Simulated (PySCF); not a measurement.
B$_{2}$H$_{3}$OSi (calculated)

Calculation on a computer-drawn molecule: the log of a Hartree-Fock and frozen-core CCSD(T) single point meant for a local Hartree-Fock minimum, with one planted fault or none, to be diagnosed. Offsets are logged minus clean, where the clean run is the same molecule without the fault. The reference is restricted for singlets and unrestricted otherwise, and also for a bond in bohr or an excited solution. Adding or removing an electron swaps singlet and doublet. The excited solution moves the top pair (singlet) or top alpha electron (doublet) to the lowest empty orbital. Highest occupied and lowest empty are orbital energies over both spins, largest force is the largest gradient component, triples share is (T) over the correlation energy, the T1 limit is 0.02 restricted and 0.045 unrestricted, electrons count all cores, a negative frequency is imaginary (commonest isotopes), and the dipole is about the centre of nuclear charge. Program: PySCF 2.14.0.

```xyz
7
formula=B2H3OSi meant_charge=0 meant_multiplicity=2 meant_basis=cc-pV(D+d)Z logged_electrons=35 logged_basis_functions=80 logged_SCF_converged=yes logged_spin_squared=0.7583 logged_highest_occupied=-4.6402 logged_lowest_empty=-3.0496 logged_largest_force=0.067887 logged_dipole_magnitude=6.338 logged_SCF_stable_within_its_kind=no logged_energy_HF=-414.66858 possible_faults=no_fault,one_electron_removed,one_electron_added,multiplicity_raised_by_two,geometry_at_a_saddle_point,SCF_held_on_an_excited_solution,minimal_basis_STO-3G,one_bond_length_entered_in_bohr,all_coordinates_scaled planted_fault=SCF_held_on_an_excited_solution HF_energy_offset_from_clean_run=98.84
B      3.1458    -0.3475     1.6652
B      2.6054     0.9852     1.0109
Si     0.5962     0.9898     1.1468
O     -0.1323    -0.1612     1.7942
H      3.4822    -1.3607     2.1683
H      3.2560     1.8565     0.5140
H     -0.1310     2.1566     0.5914
```

Units: logged_highest_occupied, logged_lowest_empty in eV; logged_largest_force in hartree/bohr; logged_dipole_magnitude in debye; logged_energy_HF in hartree; HF_energy_offset_from_clean_run in kcal/mol.

Drawn bonds:
```
atom  other atom  order
   1           2      1
   2           3      1
   3           4      2
   1           5      1
   2           6      1
   3           7      1
```

Notes: coupled-cluster numbers left out as unreliable.
